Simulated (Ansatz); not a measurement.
Cost and result for the atomization energy of `NB(O)[SiH](F)F` (10 atoms, 9 bonds).

```xyz
10

N     0.6964    0.0282   -1.3980
B     0.5378   -0.1340   -0.0135
O     1.5453   -0.5119    0.8282
Si   -1.2846    0.2078    0.8007
F    -1.2199    1.3637    1.8990
F    -1.8396   -1.0916    1.5425
H    -0.0600    0.3067   -1.9982
H     1.5612   -0.1174   -1.8948
H     2.3965   -0.6656    0.4084
H    -2.3332    0.6141   -0.1744
```

Charge 0, multiplicity 1. Geometry: relaxed with PBE0-D4/def2-TZVP. It is one conformer, not always the lowest. Program: Ansatz. All runs use 4 threads of an Intel Xeon 6975P-C on a shared host. Times are those of one run each, without the atoms' runs, and a repeat can differ threefold. Electronic energies, without spin–orbit coupling; frozen cores. CCSD(T)/CBS adds CCSD(T) − MP2 in def2-TZVPP to the MP2 limit, and its time is that of the two runs behind it. T1 = 0.013.

CCSD(T)/CBS is a level of theory with its own doubt, some kJ/mol a heavy atom from the limit and from the frozen cores, so smaller differences don't rank the functionals.

```json
{"level": "LDA (SPW92)/def2-TZVPP", "functions": "253", "wall time": "0.95 s"}
{"level": "revPBE-D4/def2-TZVPP", "functions": "253", "wall time": "1.2 s"}
{"level": "BHLYP-D4/def2-TZVPP", "functions": "253", "wall time": "1.9 s"}
{"level": "PBE0-D4/def2-TZVPP", "functions": "253", "wall time": "2 s"}
{"level": "CAM-B3LYP-D4/def2-TZVPP", "functions": "253", "wall time": "2.1 s"}
{"level": "r2SCANh-D4/def2-TZVPP", "functions": "253", "wall time": "3 s"}
{"level": "ωB97X-V/def2-TZVPP", "functions": "253", "wall time": "4.3 s"}
{"level": "CCSD(T)/def2-SVP", "functions": "108", "wall time": "4.4 s"}
{"level": "B97M-V/def2-TZVPP", "functions": "253", "wall time": "4.4 s"}
{"level": "ωB97M-V/def2-TZVPP (with forces)", "functions": "253", "wall time": "6 s"}
{"level": "MP2/def2-QZVPP", "functions": "475", "wall time": "15 s"}
{"level": "CCSD(T)/def2-TZVPP", "functions": "253", "wall time": "59 s"}
{"level": "CCSD(T)/CBS(def2)", "functions": "–", "wall time": "74 s"}
```

What atomization energy does each give, and how far from CCSD(T)/CBS? (An estimate is asked.)

Computed: 
```
                           level  atomization (kcal/mol)  difference from CCSD(T)/CBS  per bond
          LDA (SPW92)/def2-TZVPP                  1116.3                        145.2      16.1
            revPBE-D4/def2-TZVPP                   958.6                        -12.5      -1.4
             BHLYP-D4/def2-TZVPP                   934.3                        -36.8      -4.1
              PBE0-D4/def2-TZVPP                   963.5                         -7.6      -0.9
         CAM-B3LYP-D4/def2-TZVPP                   977.7                          6.6       0.7
           r2SCANh-D4/def2-TZVPP                   961.8                         -9.3      -1.0
              ωB97X-V/def2-TZVPP                   972.1                          1.0       0.1
                CCSD(T)/def2-SVP                   899.1                        -72.0      -8.0
               B97M-V/def2-TZVPP                   969.8                         -1.3      -0.1
ωB97M-V/def2-TZVPP (with forces)                   973.1                          2.0       0.2
                  MP2/def2-QZVPP                   989.5                         18.4       2.0
              CCSD(T)/def2-TZVPP                   941.2                        -29.9      -3.3
               CCSD(T)/CBS(def2)                   971.1                          0.0       0.0
```

At CCSD(T), def2-SVP lies −72.0 kcal/mol from the extrapolated value and def2-TZVPP −30.0 kcal/mol: correlation converges slowly with the basis, and small sets miss more of it in the bonded molecule than in its fragments. The D4 term adds +7.3 kcal/mol with B3LYP and +3.9 kcal/mol with PBE0; it sums over pairs of atoms, weighted by their polarisabilities, and B3LYP, whose exchange is more repulsive, gets the larger term. From r2SCAN to r2SCAN0 (25 % exact exchange), in def2-TZVPP and without D4, the atomization energy moves by −21.9 kcal/mol: exact exchange takes away binding that semilocal exchange gives to molecules.

B3LYP here is the variant with VWN-RPA as its local correlation; programs differ in this.
